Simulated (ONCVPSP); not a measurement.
# Cutoff test, vanadium (V), ONCV

| Property | Result |
| --- | --- |
| Element | V (Z = 23) |
| Generator | ONCVPSP 4.0.1 |
| Type | optimised norm-conserving Vanderbilt (ONCV) |
| Functional | PBE |
| Relativity | non-relativistic |
| Frozen core | [Ne] |
| Valence charge | 13 |
| Reference configuration | 3s2 3p6 3d3 4s2 |
| Partial waves | 3s+4s: rc 1.50 bohr, ncon 4, nbas 9, qcut 8.6 1/bohr, 2 projectors; 3p: rc 1.00 bohr, ncon 4, nbas 9, qcut 6.6 1/bohr, 2 projectors, debl 1.9 Ha; 3d: rc 1.35 bohr, ncon 4, nbas 8, qcut 10.2 1/bohr, 2 projectors, debl 3.1 Ha |
| Local potential | polynomial inside 0.95 bohr (lpopt 3, dvloc0 6 Ha) |
| Core correction | Teter function, fcfact 5, rcfact 1.5 |

For each optimised wave give the share of its norm inside rc, the residual kinetic energy above qcut (Ha) and the cutoffs (Ha) for errors of 10, 1, 0.1 and 0.01 mHa per electron.

```csv
wave,norm inside rc,residual KE,10 mHa,1 mHa,0.1 mHa,0.01 mHa
3s,0.923,7.0e-07,17.5,24.2,29.1,32.9
4s,0.038,4.4e-07,5.7,20.0,26.7,31.7
3p,0.537,1.1e-03,16.5,22.8,174.2,274.1
p projector 2,0.061,2.6e-04,13.6,18.9,34.1,176.5
3d,0.566,4.1e-05,36.1,43.4,49.4,112.7
d projector 2,0.097,2.7e-04,39.1,47.6,68.9,155.3
```

The occupied waves need 43 Ha and 174 Ha for 1 and 0.1 mHa.
